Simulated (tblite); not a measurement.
Compound: C5HF3.
InChI=1S/C5HF3/c1-2-3-4-5(6,7)8/h1H

Level: GFN2-xTB in tblite, geometry and Hessian alike; calculated harmonic values, unscaled, isolated species. Against measured fundamentals such values can be off by several per cent, at times by over 20.

Harmonic wavenumbers (cm⁻¹): 82.2, 82.2, 184.1, 184.1, 394.9, 394.9, 398.0, 398.4, 398.9, 538.4, 538.5, 657.0, 657.1, 689.0, 991.6, 1026.1, 1026.4, 1248.0, 2217.8, 2348.3, 3397.1.

A = 5724, B = 889.6, C = 889.6 MHz; mass 118.003 u (most abundant isotopes); point group C3v, symmetry number 3.

Zero-point energy?

Half the sum of the wavenumbers: 8926 cm⁻¹ = 106.78 kJ/mol.

Entropy at 298.15 K, 1 bar (ideal gas, RRHO, classical rotation)?

Translation 168.35, rotation 110.75, vibration 81.99: S = 361.1 J/(mol K).

And Cp and H(298.15 K) − H(0)?

Cp = 122.40 J/(mol K), of which vibrations give 89.14 (their classical limit is 21 R = 174.6); H(298.15 K) − H(0) = 23.48 kJ/mol without the zero-point energy, 13.56 from vibrations.

Blend soft modes into free rotors: weight 1/[1 + (100 cm⁻¹/ν̃)⁴] for the oscillator and the rest for a rotor with moment μB/(μ + B), μ = h/(8π²ν), B = 10⁻⁴⁴ kg m². What vibrational entropy results?

77.49 J/(mol K) in place of 81.99, which changes −T·S at 298.15 K by +1.34 kJ/mol.

What must be added to the electronic energy to get the Gibbs energy at 298.15 K and 1 bar?

ZPE + [H(298.15 K) − H(0)] − T·S = 106.78 + 23.48 − 107.66 = 22.60 kJ/mol.

How do the functions run with temperature in this model?

```csv
T (K),S (J/(mol K)),Cp (J/(mol K)),H − H(0) (kJ/mol),G − H(0) (kJ/mol),ln q(vib)
100,263.1,62.7,4.62,-21.70,0.90
200,317.3,97.0,12.63,-50.83,2.60
300,361.8,122.8,23.70,-84.85,4.42
500,432.4,152.6,51.60,-164.63,7.96
800,509.4,173.8,100.94,-306.55,12.57
1000,549.1,181.9,136.56,-412.51,15.20
```

q(vib) and H(0) count from the zero-point level.

Which modes carry the vibrational entropy at 298.15 K?

82.2 cm⁻¹: 16.06; 82.2 cm⁻¹: 16.06; 184.1 cm⁻¹: 9.57; 184.1 cm⁻¹: 9.57; 394.9 cm⁻¹: 4.11; 394.9 cm⁻¹: 4.11 J/(mol K); the other 15 give 22.53 together.

Hindered rotation and anharmonicity are outside this model.
